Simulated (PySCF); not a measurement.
H₃N, SMILES [NH3+], charge +1, multiplicity 2.

Coordinates come from a PBE-D3(BJ)/def2-TZVPD optimisation.

Method: PySCF with PBE-D3(BJ)/def2-TZVPD.

No scaling factor is applied to the harmonic values.

Modes within 1.5 cm⁻¹ of each other (mostly degenerate sets) share a row, with their intensities summed.

### Question
Estimate the vibrational spectrum. (Estimate from the structure and the level; the computed values follow.)

### Answer

| mode | ν (cm⁻¹) | IR (km/mol) | moving atoms (share of kinetic energy) |
|---|---|---|---|
| 1 | 850 | 218.9 | H 82 %, N 18 % |
| 2–3 | 1483 | 130.7 | H 92 %, N 8 % |
| 4 | 3269 | 0.0 | H 100 % |
| 5–6 | 3440 | 519.2 | H 90 %, N 10 % |
